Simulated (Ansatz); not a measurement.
Consider the isomerisation: `CB(C)[SiH2]F` → `B[Si](C)(C)F`.

Isolated molecules relaxed with PBE0-D4/def2-TZVP in Ansatz; ΔE leaves out vibrations. CCSD(T)/CBS is the MP2 limit (def2-TZVPP, def2-QZVPP) plus CCSD(T) − MP2 in def2-TZVPP, frozen cores. Functionals use def2-TZVPP. Each species was taken in one conformer, which may not be the lowest.

```
       species  PBE0-D4 energy (Eh)
`CB(C)[SiH2]F`           -495.01190
`B[Si](C)(C)F`           -495.00629
```

**Question.** Work out ΔE.

**Answer.** ΔE = (-495.00629) − (-495.01190) = 0.00561 Eh = +3.5 kcal/mol. CCSD(T)/CBS gives +1.8 kcal/mol.

Largest T1 diagnostic among the species: 0.011.

From PBE to PBE0 (25 % exact exchange), in def2-TZVPP and without D4, ΔE moves by −1.0 kcal/mol.
